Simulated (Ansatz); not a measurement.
Species: sum formula Si2NH3Cl4, net charge 0, singlet state. 
Coordinates optimised at B3LYP-D3(BJ)/def2-TZVP (Ansatz, a quantum-chemistry and plane-wave program):
```xyz
10

Cl     2.2985    -0.5977     1.9937
Si     1.4381     0.4799     0.4745
Cl     2.8539     0.6892    -0.9957
N      0.0522    -0.3204    -0.1267
Si    -1.5575     0.2524    -0.1849
Cl    -2.8071    -0.9760     0.8823
Cl    -2.2479     0.2868    -2.1167
H      1.0444     1.8008     0.9694
H      0.2041    -1.2525    -0.4953
H     -1.5993     1.6042     0.3770
```

Parts of the frozen-core correlation energy in cc-pV(Q+d)Z (Ansatz, hartree). Frozen orbitals: 31; correlated occupied orbitals by spin: 22 and 22; virtual: 476 and 476. No spin-orbit coupling. No relativistic terms.

```tsv
term	value
reference (HF)	-2472.52502
MP2 opposite-spin	…
MP2 same-spin	…
CCSD correlation	…
(T)	-0.06462
T1 diagnostic	0.009
largest doubles amplitude	0.013
```

### Question
Some entries are withheld; supply them.

### Answer

- MP2 opposite-spin, value: -0.99210
- MP2 same-spin, value: -0.30985
- CCSD correlation, value: -1.37234
